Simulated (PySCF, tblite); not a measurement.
Isomers of C4H9FS2Si2. Calculated harmonic vibrations of the isolated species, GFN2-xTB (tblite), most abundant isotopes, no scaling. Against measured fundamentals such values can be off by several per cent, at times by over 20. Modes of hydrogen on silicon can be 10 to 20 % off. One conformer each.

Electronic energies: PBE0/pcSseg-1 single points on the GFN2-xTB geometries (PySCF, gas phase).

| SMILES | electronic energy, lowest = 0 (kJ/mol) |
| --- | --- |
| C/C(=C/F)[Si@H]1SC[SiH2]S1 | 0.0 |
| F/C=C(/[SiH3])[SiH]1SCCS1 | 94.3 |
| F[Si@@H]1CC(=S)[C@@H](S[SiH3])C1 | 11.6 |

**Question.** How do GFN2-xTB zero-point energies change the relative energies?

**Answer.** 
| SMILES | ZPE (kJ/mol) | of it from modes above 1550 cm⁻¹ | electronic (kJ/mol) | with ZPE, lowest = 0 (kJ/mol) | lowest mode (cm⁻¹) | rings |
| --- | --- | --- | --- | --- | --- | --- |
| C/C(=C/F)[Si@H]1SC[SiH2]S1 | 309.8 | 160.4 | 0.0 | 0.0 | 17 | 1 |
| F[Si@@H]1CC(=S)[C@@H](S[SiH3])C1 | 303.8 | 145.6 | 11.6 | 5.6 | 25 | 1 |
| F/C=C(/[SiH3])[SiH]1SCCS1 | 303.4 | 154.6 | 94.3 | 87.8 | 26 | 1 |

The zero-point energies span 6.4 kJ/mol, from `F/C=C(/[SiH3])[SiH]1SCCS1` to `C/C(=C/F)[Si@H]1SC[SiH2]S1`. The order is unchanged.

**Question.** And how do the electronic energies of GFN2-xTB itself compare?

**Answer.** `C/C(=C/F)[Si@H]1SC[SiH2]S1` 70.5; `F[Si@@H]1CC(=S)[C@@H](S[SiH3])C1` 0.0; `F/C=C(/[SiH3])[SiH]1SCCS1` 147.8 kJ/mol, lowest = 0. Against the energies above, taken from the same isomer `C/C(=C/F)[Si@H]1SC[SiH2]S1`, the largest difference is 82.1 kJ/mol.
